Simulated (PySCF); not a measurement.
PySCF input (HF/def2-TZVPD):

```python
from pyscf import gto, scf, dft

mol = gto.M(
    atom='''
    Ba   -0.00000000   -0.00000000   -0.28999881
    F     0.00000000    0.00000000    1.80443702
    ''',
    basis='def2-tzvpd',
    ecp='def2-tzvp',
    charge=1,
    spin=0,
    verbose=4,
)

mf = scf.RHF(mol).density_fit(auxbasis='def2-universal-jkfit')
mf.conv_tol = 1e-9
mf.max_cycle = 100
mf.max_memory = 1500
mf.kernel()
if not mf.converged:
    mf = mf.newton()
    mf.kernel(mf.make_rdm1())
mf.analyze()
```

End of the output:

```
Extra cycle  E= -124.504537810632  delta_E= -3.07e-12  |g|= 1.54e-06  |ddm|= 3.12e-06
converged SCF energy = -124.504537810632
**** SCF Summaries ****
Total Energy =                        -124.504537810631973
Nuclear Repulsion Energy =              22.739273412258232
One-electron Energy =                 -224.331368919852594
Two-electron Energy =                   77.087557696962378
Two-electron Coulomb Energy =           90.450052476583679
DFT Exchange-Correlation Energy =      -13.362494779621301
HOMO-LUMO gap [eV] =                    14.415185724249200
**** MO energy ****
MO #1   energy= -26.3412493078866  occ= 2
MO #2   energy= -1.79693861077549  occ= 2
MO #3   energy= -1.61719772993895  occ= 2
MO #4   energy= -1.07736539142307  occ= 2
MO #5   energy= -1.07736539142307  occ= 2
MO #6   energy= -1.06900890463963  occ= 2
MO #7   energy= -0.706263561575629 occ= 2
MO #8   energy= -0.706263561575608 occ= 2
MO #9   energy= -0.686469862573386 occ= 2
MO #10  energy= -0.15672155377154  occ= 0
MO #11  energy= -0.107451142266124 occ= 0
MO #12  energy= -0.107451142266113 occ= 0
MO #13  energy= -0.096697959547459 occ= 0
MO #14  energy= -0.0966979595474507 occ= 0
MO #15  energy= -0.0954996151246951 occ= 0
MO #16  energy= -0.0612580898308675 occ= 0
MO #17  energy= -0.061258089830828 occ= 0
MO #18  energy= -0.0382530122580928 occ= 0
MO #19  energy= -0.0284679987775386 occ= 0
MO #20  energy= -0.018400492571173 occ= 0
MO #21  energy= -0.0184004925711677 occ= 0
MO #22  energy= 0.007439920493003  occ= 0
MO #23  energy= 0.0185772938550249 occ= 0
MO #24  energy= 0.0185772938550354 occ= 0
MO #25  energy= 0.0293856573278101 occ= 0
MO #26  energy= 0.0293856573278134 occ= 0
MO #27  energy= 0.0752232460102498 occ= 0
MO #28  energy= 0.119353920440527  occ= 0
MO #29  energy= 0.124662683102738  occ= 0
MO #30  energy= 0.12466268310277   occ= 0
MO #31  energy= 0.275093190904087  occ= 0
MO #32  energy= 0.460471374079301  occ= 0
MO #33  energy= 0.460471374079307  occ= 0
MO #34  energy= 0.481272089786873  occ= 0
MO #35  energy= 0.481272089786912  occ= 0
MO #36  energy= 0.51873716729956   occ= 0
MO #37  energy= 0.533449850078671  occ= 0
MO #38  energy= 0.533449850078724  occ= 0
MO #39  energy= 0.645277122789753  occ= 0
MO #40  energy= 0.645277122789789  occ= 0
MO #41  energy= 0.669542630390787  occ= 0
MO #42  energy= 0.725532002824806  occ= 0
MO #43  energy= 0.829515785066092  occ= 0
MO #44  energy= 0.8295157850661    occ= 0
MO #45  energy= 1.01265481319416   occ= 0
MO #46  energy= 1.0256638952506    occ= 0
MO #47  energy= 1.02566389525063   occ= 0
MO #48  energy= 1.05505080178424   occ= 0
MO #49  energy= 1.05505080178427   occ= 0
MO #50  energy= 1.16106401519163   occ= 0
MO #51  energy= 1.17916085008118   occ= 0
MO #52  energy= 1.1791608500812    occ= 0
MO #53  energy= 1.40987526781718   occ= 0
MO #54  energy= 2.45635333160838   occ= 0
MO #55  energy= 2.45635333160847   occ= 0
MO #56  energy= 2.47753745674356   occ= 0
MO #57  energy= 2.47753745674357   occ= 0
MO #58  energy= 2.58670953263241   occ= 0
MO #59  energy= 3.72999078557825   occ= 0
MO #60  energy= 3.72999078557826   occ= 0
MO #61  energy= 3.83195522282771   occ= 0
MO #62  energy= 4.443972181559     occ= 0
MO #63  energy= 5.83318952458231   occ= 0
MO #64  energy= 5.83318952458235   occ= 0
MO #65  energy= 7.31853434930249   occ= 0
MO #66  energy= 7.3185343493025    occ= 0
MO #67  energy= 7.3308651450705    occ= 0
MO #68  energy= 7.33086514507052   occ= 0
MO #69  energy= 7.33272975762854   occ= 0
MO #70  energy= 7.33272975762861   occ= 0
MO #71  energy= 7.35728013135959   occ= 0
MO #72  energy= 8.99342287411371   occ= 0
MO #73  energy= 8.99342287411378   occ= 0
MO #74  energy= 9.02334547528423   occ= 0
MO #75  energy= 9.02334547528424   occ= 0
MO #76  energy= 9.02801306504886   occ= 0
MO #77  energy= 11.8976644603767   occ= 0
MO #78  energy= 26.1778588974796   occ= 0
MO #79  energy= 58.732442008584    occ= 0
MO #80  energy= 256.689251780827   occ= 0
 ** Mulliken pop on meta-lowdin orthogonal AOs  **
 ** Mulliken pop  **
pop of  0 Ba 5s           1.87761
pop of  0 Ba 6s           0.02676
pop of  0 Ba 7s           0.00544
pop of  0 Ba 8s           0.02525
pop of  0 Ba 9s           0.00068
pop of  0 Ba 10s          0.03737
pop of  0 Ba 5px          0.01381
pop of  0 Ba 5py          0.01381
pop of  0 Ba 5pz          0.15487
pop of  0 Ba 6px          0.77265
pop of  0 Ba 6py          0.77335
pop of  0 Ba 6pz          0.73139
pop of  0 Ba 7px          1.13034
pop of  0 Ba 7py          1.13010
pop of  0 Ba 7pz          1.00369
pop of  0 Ba 8px          0.00001
pop of  0 Ba 8py          0.00002
pop of  0 Ba 8pz          0.00065
pop of  0 Ba 5dxy         0.00096
pop of  0 Ba 5dyz         0.00033
pop of  0 Ba 5dz^2        0.00000
pop of  0 Ba 5dxz         0.00000
pop of  0 Ba 5dx2-y2      0.00493
pop of  0 Ba 6dxy         0.06172
pop of  0 Ba 6dyz         0.00939
pop of  0 Ba 6dz^2        0.00000
pop of  0 Ba 6dxz         0.00000
pop of  0 Ba 6dx2-y2      0.01718
pop of  0 Ba 7dxy         0.04608
pop of  0 Ba 7dyz         0.01489
pop of  0 Ba 7dz^2        0.00000
pop of  0 Ba 7dxz         0.00000
pop of  0 Ba 7dx2-y2      0.00198
pop of  0 Ba 4f-3         0.00000
pop of  0 Ba 4f-2         0.00000
pop of  0 Ba 4f-1         0.00164
pop of  0 Ba 4f+0         0.00478
pop of  0 Ba 4f+1         0.00166
pop of  0 Ba 4f+2         0.00000
pop of  0 Ba 4f+3         0.00000
pop of  1 F 1s            1.99980
pop of  1 F 2s            1.92321
pop of  1 F 3s            0.04839
pop of  1 F 4s            0.03763
pop of  1 F 5s            0.01122
pop of  1 F 6s            0.00451
pop of  1 F 2px           1.95850
pop of  1 F 2py           1.95850
pop of  1 F 2pz           1.82952
pop of  1 F 3px           0.02710
pop of  1 F 3py           0.02766
pop of  1 F 3pz           0.05676
pop of  1 F 4px           0.01440
pop of  1 F 4py           0.01471
pop of  1 F 4pz           0.01257
pop of  1 F 5px           0.00507
pop of  1 F 5py           0.00530
pop of  1 F 5pz           0.03867
pop of  1 F 3dxy          0.00000
pop of  1 F 3dyz          0.00472
pop of  1 F 3dz^2         0.01055
pop of  1 F 3dxz          0.00481
pop of  1 F 3dx2-y2       0.00000
pop of  1 F 4dxy          0.00000
pop of  1 F 4dyz          0.01461
pop of  1 F 4dz^2         0.02229
pop of  1 F 4dxz          0.01494
pop of  1 F 4dx2-y2       0.00000
pop of  1 F 5dxy          0.00000
pop of  1 F 5dyz          0.03144
pop of  1 F 5dz^2         0.02747
pop of  1 F 5dxz          0.03208
pop of  1 F 5dx2-y2       0.00000
pop of  1 F 4f-3          0.00000
pop of  1 F 4f-2          0.00000
pop of  1 F 4f-1          0.00003
pop of  1 F 4f+0          0.00016
pop of  1 F 4f+1          0.00004
pop of  1 F 4f+2          0.00000
pop of  1 F 4f+3          0.00000
 ** Mulliken atomic charges  **
charge of    0Ba =      2.13667
charge of    1F =     -1.13667

WARN: System has nonzero charge 1; the dipole moment is origin-dependent.
Location of origin: [0. 0. 0.]

Dipole moment(X, Y, Z, Debye):  0.00000,  0.00000, -7.36784
```
